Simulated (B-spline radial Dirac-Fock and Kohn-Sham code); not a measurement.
The computed values come from a radial finite-basis atomic code: ΔSCF Dirac-Fock with Breit, self-energy and vacuum polarisation, finite nucleus, configuration average. Free neutral atoms.

Q: Order these X-ray lines by photon energy, lowest first.
A. Mg Lℓ
B. Al Lℓ
C. Mg Lη
D. Kr Mζ2
E. Al Lη
F. Kr Mζ1

A: A (49.68 eV), C (49.95 eV), B (70.45 eV), E (70.85 eV), F (79.17 eV), D (79.75 eV).
